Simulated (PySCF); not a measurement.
From computed data to an observable: chemical shift, span and skew from a shielding tensor

H₁₁NSi₄, SMILES N[Si]([SiH3])([SiH3])[SiH3]. Atoms are numbered in the order given.

```xyz
16

N      2.1140    -0.2278     0.0000
Si     0.3736    -0.0108     0.0000
Si    -0.3977     2.2250     0.0000
Si    -0.4949    -1.0700     1.9074
Si    -0.4949    -1.0700    -1.9074
H      2.6238     0.0686    -0.8295
H      2.6238     0.0686     0.8295
H      0.0975     2.9583    -1.2094
H     -1.8944     2.2796     0.0000
H      0.0975     2.9583     1.2094
H     -1.9707    -0.8369     1.9825
H     -0.2374    -2.5430     1.8762
H      0.1332    -0.5085     3.1459
H      0.1332    -0.5085    -3.1459
H     -0.2374    -2.5430    -1.8762
H     -1.9707    -0.8369    -1.9825
```

The structure is a stationary point at r2SCAN-D4/def2-SVP. The values are those of a single conformer.

GIAO shieldings from PBE0/pcSseg-1 in PySCF, non-relativistic, no solvent. The symmetric part of the tensor of Si2 has the principal values 330.7, 366.1, 500.8 ppm. The same nucleus in TMS has σ = 352.7 ppm at this level (PySCF, at its B3LYP-D3(BJ)/def2-TZVP geometry).

Problem. Work out the isotropic shielding, the ²⁹Si shift against TMS, the span and the skew.

Solution. 
σ(iso) = (σ11 + σ22 + σ33)/3 = 399.2 ppm. δ = σ(ref) − σ(iso) = 352.7 − (399.2) = -46.5 ppm.
Span Ω = σ33 − σ11 = 170.1 ppm. Skew κ = 3(σ(iso) − σ22)/Ω = 0.58. Tumbling in solution averages the tensor to δ; in a static solid the shielding alone would spread this spin-1/2 line over Ω.
